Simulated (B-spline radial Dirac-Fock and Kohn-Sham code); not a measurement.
## Ionisation of each subshell: Cs⁺

System: the Cs⁺ ion, [Kr] 4d10 5s2 5p6, inside a Watson sphere of charge -1 and radius 2.2 Å (a model of the Madelung potential; inside it an electron's potential energy is raised by 6.5 eV); nuclear rms radius 4.8041 fm (A = 133).

Method: relaxed Dirac-Fock hole states (ΔSCF) with Breit and QED corrections and a finite nucleus. Computed with a radial B-spline solver. Correlation energy is missing from these numbers. Energies are counted from the vacuum level.

All terms are in eV, carry their sign (relaxation lowers the binding energy) and add up to the binding energy; ⟨r⟩ is the mean radius of the orbital in the initial state.

```csv
subshell,−ε (Koopmans),relaxation,Gaunt,retardation,self-energy,vacuum polarisation,binding energy,⟨r⟩ (bohr)
K,36187.9,-68.83,-94.52,7.78,-51.71,7.38,35988.0,0.026
L1,5777.7,-36.89,-8.91,0.54,-6.53,0.86,5726.8,0.112
L2,5420.3,-40.63,-15.86,1.77,0.39,-0.01,5365.9,0.094
L3,5066.7,-39.13,-11.33,2.14,-0.21,-0.05,5018.1,0.100
M1,1244.4,-16.21,-1.26,0.04,-1.35,0.17,1225.8,0.297
M2,1094.2,-16.80,-2.46,0.25,0.08,-0.01,1075.2,0.288
M3,1024.7,-16.18,-1.59,0.33,-0.03,-0.01,1007.2,0.299
M4,763.9,-17.94,-0.74,0.03,0.13,-0.01,745.3,0.271
M5,749.3,-17.69,-0.37,0.04,0.09,-0.01,731.4,0.274
N1,252.4,-5.88,-0.17,0.00,-0.28,0.04,246.1,0.695
N2,196.1,-5.67,-0.39,0.04,0.03,0.00,190.2,0.722
N3,181.9,-5.40,-0.21,0.06,0.00,0.00,176.3,0.747
N4,88.37,-4.91,-0.01,-0.01,0.03,0.00,83.47,0.831
N5,85.95,-4.81,0.05,-0.01,0.02,0.00,81.21,0.841
O1,34.04,-0.87,-0.01,0.00,-0.04,0.01,33.12,1.770
O2,18.21,-0.75,-0.03,0.00,0.01,0.00,17.43,2.023
O3,16.37,-0.67,-0.01,0.00,0.00,0.00,15.69,2.111
```

For the deepest level, K (1s), the Breit terms make up -0.241 % of the binding energy, QED -0.123 % and orbital relaxation -0.191 %.

Spin-orbit splittings: 2p 347.8 eV, 3p 68.06 eV, 3d 13.95 eV, 4p 13.86 eV, 4d 2.27 eV, 5p 1.73 eV.
